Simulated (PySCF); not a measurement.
Spectroscopy problems

One averaged value for each set of equivalent atoms, no solvent, no relativistic terms, one computed conformer. PBE0-D3(BJ)/def2-SVP geometry; σ from GIAO-PBE0/pcSseg-1; J couplings at B3LYP/pcJ-1 (spin–dipole term left out of most H,H and C,H couplings); PySCF 2.14.

δ = σ(ref) − σ, references computed at the same level: TMS for ¹H and ¹³C. Multiplet labels drop J under 1 Hz and among equivalent protons, and merge close values. Unscaled 3J(H,H) run several per cent high. One-bond C–F couplings are unscaled and too large by tens of Hz. Acid and N–H amide carbonyl carbons lie up to 10 ppm further downfield in solution (hydrogen bonding). Shifts are as computed. Against solution values, carbons near 30 ppm lie about +2 ppm off and those near 130 ppm about +5 ppm. Of 1211 compounds with measured shifts, 218 miss one by over three times the rms of a fit or turn the order of signals round; such compounds aren't used in these exercises. OH and NH positions are gas-phase values without hydrogen bonding to other molecules.

**Question.** C₅H₈O₂. ¹H NMR (400 MHz, computed): δ 5.19 (s, 1H), 4.49 (br s, 1H), 2.37 (s, 3H), 2.03 (s, 3H). ¹³C{¹H} NMR (computed): δ 196.2 (C), 178.6 (C), 101.4 (CH), 32.8 (CH3), 22.1 (CH3). Give a structure.

**Answer.** acetylacetone (CC(=O)/C=C(\C)O). The formula gives 2 degrees of unsaturation (no ring in the answer). 5 carbon signals for 5 carbons: no two carbons are equivalent. Carbon types of the structure: 2 × C, 1 × CH, 2 × CH3, leaving 1 H on heteroatoms. δC 196.2: ketone carbonyl carbon; the double bond to the heteroatom, with no lone-pair donor beside it, deshields it most. δC 178.6: alkene carbon bearing oxygen; an sp2 carbon further deshielded by the attached heteroatom. δC 101.4: β carbon of an enol-ether or enamine type C=C; the O or N lone pair pushes π density onto this β carbon and shields it. δH 5.19: hydrogen on a β carbon of an enol-ether or enamine type C=C; olefinic region.

This is the structure that produced the data.

**Question.** C₄H₇F. ¹H NMR (600 MHz, computed): δ 6.58 (d of sept, J = 92.9, 2.1 Hz, 1H), 1.71 (dd, J = 4.6, 2.1 Hz, 3H), 1.57 (dd, J = 5.3, 2.1 Hz, 3H). ¹³C{¹H} NMR (computed): δ 151.6 (d, J = 328.1 Hz), 119.9 (d, J = 5.1 Hz), 19.3 (d, J = 3.2 Hz), 15.3 (d, J = 6.8 Hz). Identify the compound.

**Answer.** `InChI=1S/C4H7F/c1-4(2)3-5/h3H,1-2H3`. Rings plus π bonds: 1 (no ring in the answer). 4 carbon signals for 4 carbons: no two carbons are equivalent. Carbon types of the structure: 1 × C, 1 × CH, 2 × CH3, which accounts for all hydrogens. δC 151.6: alkene CH; an sp2 carbon of a C=C bond. δC 119.9: fully substituted alkene carbon; the olefinic region. δH 6.58: hydrogen on an alkene CH; attached to an sp2 carbon and in the plane of the double bond. δH 1.71, 1.57: hydrogen on an allylic methyl carbon; allylic position.

This is the structure that produced the data.

**Question.** C₇H₅FO₂. ¹H NMR (500 MHz, computed): δ 8.38 (dd, J = 9.8, 5.1 Hz, 2H), 7.22 (dd, J = 9.8, 8.7 Hz, 2H), 5.84 (br s, 1H). ¹³C{¹H} NMR (computed): δ 174.1 (C, d, J = 324.7 Hz), 167.7 (C), 139.7 (CH, d, J = 7.2 Hz), 127.5 (C), 120.3 (CH, d, J = 19.6 Hz). Identify the compound.

**Answer.** `O=C(O)c1ccc(F)cc1`. The formula gives 5 degrees of unsaturation (1 ring in the answer). 5 carbon signals for 7 carbons: some carbons are equivalent by symmetry or fast rotation. Carbon types of the structure: 3 × C, 4 × CH, leaving 1 H on heteroatoms. δC 174.1: aromatic carbon bearing fluorine; an ipso carbon deshielded by its heteroatom. δC 167.7: carboxylic acid carbon; it is a carbonyl in resonance with an O or N lone pair, the region of acids, esters and amides. δC 139.7, 120.3: aromatic CH. δC 127.5: substituted aromatic carbon. The protons at 8.38 and 7.22 share a coupling of 9.8 Hz (vicinal, an ortho-type coupling).

The data come from this structure; uniqueness wasn't tested.
